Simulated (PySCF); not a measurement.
# Diatomics of S with the second period

PBE0 with double-zeta basis sets in PySCF, for the lowest determinant that a PBE0 search found; no spin–orbit coupling. De refers to high-spin ground-configuration atoms. A positive dipole means M(−)S(+).

```json
{"M": "Li", "basis": "aug-cc-pVDZ/aug-cc-pV(D+d)Z", "state (unpaired electrons)": "doublet (π ↑)", "Re (Å)": "2.176", "ωe (cm⁻¹)": "568", "De (eV)": "3.09", "μ (D)": "-7.06"}
{"M": "Be", "basis": "def2-SVP", "state (unpaired electrons)": "singlet (closed shell)", "Re (Å)": "1.753", "ωe (cm⁻¹)": "1010", "De (eV)": "3.42", "μ (D)": "-5.11"}
{"M": "B", "basis": "def2-SVP", "state (unpaired electrons)": "doublet (σ ↑)", "Re (Å)": "1.614", "ωe (cm⁻¹)": "1224", "De (eV)": "6.09", "μ (D)": "-0.84"}
{"M": "C", "basis": "cc-pVDZ/cc-pV(D+d)Z", "state (unpaired electrons)": "singlet (closed shell)", "Re (Å)": "1.541", "ωe (cm⁻¹)": "1336", "De (eV)": "7.19", "μ (D)": "1.78"}
{"M": "N", "basis": "x2c-SVPall", "state (unpaired electrons)": "doublet (π ↑)", "Re (Å)": "1.501", "ωe (cm⁻¹)": "1288", "De (eV)": "4.57", "μ (D)": "1.80"}
{"M": "O", "basis": "aug-cc-pV(D+d)Z/aug-cc-pVDZ", "state (unpaired electrons)": "triplet (π ↑↑)", "Re (Å)": "1.497", "ωe (cm⁻¹)": "1164", "De (eV)": "5.28", "μ (D)": "1.51"}
{"M": "F", "basis": "def2-SVP", "state (unpaired electrons)": "doublet (π ↑)", "Re (Å)": "1.616", "ωe (cm⁻¹)": "868", "De (eV)": "3.42", "μ (D)": "1.08"}
```

The shortest bond is that of SO (1.497 Å), the longest that of LiS (2.176 Å). CS is bound most strongly (7.19 eV) and LiS least (3.09 eV).

The rows differ in basis set, which adds steps of its own.

The state changes along the series, so neighbouring rows are not always alike in their bonding.

States were picked by a PBE0 search and need not be the measured ground states.
